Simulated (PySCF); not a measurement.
Species: C3BN3.
Atom-mapped SMILES: `[N:1]#[C:2][B:3]([C:4]#[N:5])[C:6]#[N:7]`

Geometry (PBE0-D3(BJ)/def2-SVP, Å), atoms numbered from 1 in this order:
```xyz
7
C3BN3 angstrom
N     -0.1952    2.6724   -0.1509
C     -0.1074    1.5157   -0.1091
B      0.0128   -0.0071   -0.0512
C      1.3941   -0.6614   -0.0249
N      2.4432   -1.1578   -0.0038
C     -1.2465   -0.8735   -0.0198
N     -2.2024   -1.5316    0.0037
```

Theory: core-valence-separated Tamm–Dancoff BHandHLYP/aug-pcX-1 in PySCF, non-relativistic, gas phase, PBE0-D3(BJ)/def2-SVP geometry.

Computed boron K-edge spectrum, Gaussian lines of 0.5 eV full width, highest printed point 100; it ends one width below the last computed root. The energies are unshifted.

photon energy (eV), absorption and a bar:
```
    185.8          2 #
    186.0         18 #####
    186.2         66 ####################
    186.4        100 ##############################
    186.6         63 ###################
    186.8         16 #####
    187.0          2 #
    187.2          0 
    187.4          0 
    187.6          0 
    187.8          0 
    188.0          0 
    188.2          0 
    188.4          0 
    188.6          0 
    188.8          0 
    189.0          0 
    189.2          0 
    189.4          0 
    189.6          0 
    189.8          0 
    190.0          0 
    190.2          0 
    190.4          0 
    190.6          0 
    190.8          0 
    191.0          0 
    191.2          0 
    191.4          0 
    191.6          0 
    191.8          0 
    192.0          0 
    192.2          3 #
    192.4         13 ####
    192.6         23 #######
    192.8         16 #####
    193.0          5 #
    193.2          1 
    193.4          0 
    193.6          0 
    193.8          0 
    194.0          0 
    194.2          0 
    194.4          0 
    194.6          0 
    194.8          0 
    195.0          0 
    195.2          1
```

Problem. Where are the maxima, and which lines make them up?

Solution. 2 maxima:
- 186.4 eV: B3 (three-coordinate boron), 186.40 eV, f = 0.082, 100 % of the height at the exact maximum
- 192.6 eV: B3 (three-coordinate boron), 192.62 eV, f = 0.019, sum of 2, 100 % of the height at the exact maximum

Roots within 0.03 eV on the same or equivalent atoms count as one line; shares under 12 % aren't listed.

Vibrational structure and lifetime widths aren't in the curve. The ionisation threshold wasn't computed; near and above it a finite basis only mimics Rydberg series and continuum.

Rough CPU time on one thread of a shared machine: about 30 s.
